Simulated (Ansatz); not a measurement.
Species: PbBr, net charge 0, doublet state. SMILES: [Br][Pb]
Geometry from a B3LYP-D3(BJ)/def2-TZVP (Ansatz, a program for electronic structure) optimisation:
```xyz
2

Pb     0.0000     0.0000    -0.7892
Br     0.0000     0.0000     1.8489
```
Charge 0, spin multiplicity 2.

Wanted: vertical ionisation energy (to the singlet state of charge +1; each state is the SCF solution reached for its spin), in eV. Valence correlation only, unless marked. Open shells are spin-unrestricted. Spin-orbit coupling is left out. The frozen core is the preceding noble-gas configuration, with the filled d and f shells of earlier blocks. In def2 rows, elements after Kr have scalar-relativistic effective core potentials. CBS marks a two-point X^-3 extrapolation of the correlation energy; Hartree-Fock from the larger set.

```
level                                 program  vertical ionisation energy (eV)
------------------------------------  -------  -------------------------------
SVWN5/def2-TZVPD                       Ansatz                             6.94
PBE/def2-TZVPD                         Ansatz                             6.76
r2SCAN/def2-TZVPD                      Ansatz                             6.96
B3LYP/def2-TZVPD                       Ansatz                             6.93
PBE0/def2-TZVPD                        Ansatz                             6.93
BHLYP/def2-TZVPD                       Ansatz                             6.96
CAM-B3LYP/def2-TZVPD                   Ansatz                                …
wB97M-V/def2-TZVPD                     Ansatz                                …
wB97X-V/def2-TZVPD                     Ansatz                             6.94
CCSD/def2-SVPD                         Ansatz                                …
CCSD/def2-TZVPPD                       Ansatz                             6.81
CCSD/def2-QZVPPD                       Ansatz                                …
CCSD(T)/CBS(def2-TZVPPD,def2-QZVPPD)   Ansatz                             6.87
```

Q: Fill in the missing entries.

A: 
- CAM-B3LYP/def2-TZVPD, vertical ionisation energy (eV): 7.05
- wB97M-V/def2-TZVPD, vertical ionisation energy (eV): 6.98
- CCSD/def2-SVPD, vertical ionisation energy (eV): 6.73
- CCSD/def2-QZVPPD, vertical ionisation energy (eV): 6.85
